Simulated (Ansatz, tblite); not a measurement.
Cost and result up the ladder for In(NH3)2H3 (InN₂H₉) (12 atoms). Charge 0, multiplicity 1. Geometry: r2SCAN-D4/def2-SVP.

```xyz
12

In   -0.0003    0.0002    0.0005
N     1.2506    2.2147    0.0908
H     1.8460    2.3442   -0.7277
H     1.8513    2.2740    0.9134
H     0.6105    3.0085    0.1267
N    -1.2507   -2.2146   -0.0909
H    -1.0679   -2.7135   -0.9620
H    -2.2601   -2.0808   -0.0259
H    -0.9784   -2.8329    0.6737
H    -0.6807    0.3193    1.5818
H     1.5215   -0.8537   -0.1414
H    -0.8417    0.5346   -1.4388
```

Ansatz on 4 threads of Arm Neoverse V1 on a shared host; xTB runs through tblite on one thread. Times are rough, summed over both states, and most runs start from the orbitals of an earlier one. PBE0-D4/def2-TZVP serves as the yardstick here, not as an exact answer. The other state is a triplet.

In the def2 sets In takes a core potential; there is no spin–orbit coupling. The xTB rows come from tblite. HOMO above LUMO, or a gap near zero within one spin, warns that the state may not be the lowest or that an electron is smeared out.

Run but left out: PBE-D4/def2-TZVP (triplet: an occupied level 0.01 eV above an empty one).

xTB has no spin-polarisation term.

```json
{"level": "GFN2-xTB", "functions": "26", "wall time": "0.006 s", "vertical triplet (eV)": "6.83", "difference from PBE0-D4/def2-TZVP (eV)": "0.94", "remarks": "–"}
{"level": "GFN1-xTB", "functions": "35", "wall time": "0.011 s", "vertical triplet (eV)": "7.05", "difference from PBE0-D4/def2-TZVP (eV)": "1.17", "remarks": "–"}
{"level": "PBE0-D4/def2-TZVP", "functions": "166", "wall time": "10 s", "vertical triplet (eV)": "5.89", "difference from PBE0-D4/def2-TZVP (eV)": "0.00", "remarks": "–"}
{"level": "r2SCAN-D4/def2-TZVP (with forces)", "functions": "166", "wall time": "17 s", "vertical triplet (eV)": "5.74", "difference from PBE0-D4/def2-TZVP (eV)": "-0.14", "remarks": "gap within one spin near zero (triplet)"}
```
